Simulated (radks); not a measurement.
Values are calculated unless marked as measured or tabulated.
Ni3+, configuration [Ne] 3s2 3p5.75 3d7 4d0.25 (fractional occupations, a model configuration). Code: a radial shooting solver on a logarithmic mesh with Libxc functionals. Model: non-relativistic Kohn-Sham, revPBE, spin-unpolarised, spherical densities, point nucleus.

Unscreened Slater integrals over Kohn-Sham orbitals (eV). Empty in this configuration: 4s.

\begin{tabular}{lr}
integral & value \\ \hline
F0(4d,4d) & 7.1812 \\
F2(4d,4d) & 3.7669 \\
F4(4d,4d) & 2.5184 \\
F0(4d,3d) & 9.5983 \\
F2(4d,3d) & 1.6743 \\
F4(4d,3d) & 0.73710 \\
G0(4d,3d) & 0.70822 \\
G2(4d,3d) & 0.70801 \\
G4(4d,3d) & 0.51096 \\
F0(4d,3p) & 9.6885 \\
F2(4d,3p) & 1.4716 \\
G1(4d,3p) & 0.67175 \\
G3(4d,3p) & 0.50639 \\
F0(4d,3s) & 9.7176 \\
G2(4d,3s) & 0.59028 \\
F0(4d,4s) & 8.4795 \\
G2(4d,4s) & 2.8816 \\
F0(3d,3d) & 28.618 \\
F2(3d,3d) & 13.387 \\
F4(3d,3d) & 8.3576 \\
F0(3d,3p) & 30.084 \\
F2(3d,3p) & 14.328 \\
G1(3d,3p) & 17.656 \\
G3(3d,3p) & 10.773 \\
F0(3d,3s) & 30.555 \\
G2(3d,3s) & 13.410 \\
F0(3d,4s) & 14.384 \\
G2(3d,4s) & 1.6109 \\
F0(3p,3p) & 31.931 \\
F2(3p,3p) & 16.008 \\
F0(3p,3s) & 32.439 \\
G1(3p,3s) & 21.504 \\
F0(3p,4s) & 14.602 \\
G1(3p,4s) & 1.0434 \\
F0(3s,3s) & 32.995 \\
F0(3s,4s) & 14.653 \\
G0(3s,4s) & 0.76021 \\
F0(4s,4s) & 11.472 \\
\end{tabular}

Derived for the open shells (J is the average intra-shell exchange parameter used in DFT+U). 3p: J = F2/5 = 3.202 eV. 3d: Racah B = F2/49 - 5 F4/441 = 0.1785 eV, C = 35 F4/441 = 0.6633 eV, C/B = 3.72, F4/F2 = 0.624, J = (F2 + F4)/14 = 1.553 eV. 4d: Racah B = F2/49 - 5 F4/441 = 0.04832 eV, C = 35 F4/441 = 0.1999 eV, C/B = 4.14, F4/F2 = 0.669, J = (F2 + F4)/14 = 0.4490 eV.
